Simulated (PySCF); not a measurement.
Molecule: SMILES C[C@](F)(C(N)=O)C(F)(F)F, C4H5F4NO.

Geometry (Å), atoms numbered from 1 in this order:
```xyz
15

C     0.363   -1.700   -0.227
C     0.041   -0.251   -0.541
F     0.410    0.058   -1.840
C     0.744    0.728    0.443
N     1.090    1.894   -0.116
O     0.921    0.425    1.595
C    -1.475    0.007   -0.460
F    -1.958   -0.260    0.753
F    -1.774    1.286   -0.732
F    -2.161   -0.742   -1.329
H     1.410   -1.886   -0.454
H     0.193   -1.874    0.832
H    -0.257   -2.367   -0.822
H     0.913    2.100   -1.085
H     1.535    2.590    0.459
```

Frames of a GFN2-xTB Langevin trajectory at 600 K; GIAO PBE0/pcSseg-1 shieldings in PySCF 2.14.0 with density-fitted response routines, gas phase, non-relativistic; equivalent atoms averaged within each frame.

Chemical shifts δ = σref − σ; $^{13}$C (186.93 ppm), $^{1}$H (31.72 ppm) vs TMS; CFCl3 for $^{19}$F (170.95 ppm); $^{15}$N (267.73 ppm) against NH3; $^{17}$O (336.08 ppm) vs H2O, all at this level. The references are static minima.

How do the shifts (ppm) fluctuate along the trajectory?

Results:


```tsv
time (fs)	C4	C7	C2	C1	F8/F9/F10	F3	N5	O6	H14	H15
250	175.9	142.4	98.0	24.0	-70.8	-226.1	122.7	431.1	6.93	6.07
425	158.8	129.3	97.9	24.5	-99.0	-201.0	108.4	376.8	5.96	5.39
625	181.9	123.3	96.3	14.6	-104.0	-177.0	133.1	459.6	8.27	6.49
800	164.6	135.0	89.7	19.6	-75.7	-196.3	119.1	427.5	6.78	4.50
1000	173.0	131.2	104.8	25.4	-88.1	-198.7	121.1	430.5	6.36	6.48
mean of frames	170.8	132.2	97.3	21.6	-87.5	-199.8	120.9	425.1	6.86	5.79
standard deviation	9.2	7.1	5.4	4.5	14.3	17.5	8.8	30.0	0.88	0.85
```

5 frames give an uncertainty of the mean of about the standard deviation over 2.2 at best, since frames this close in time may not be independent; classical motion lacks zero-point vibration, and the reference would need the same averaging.
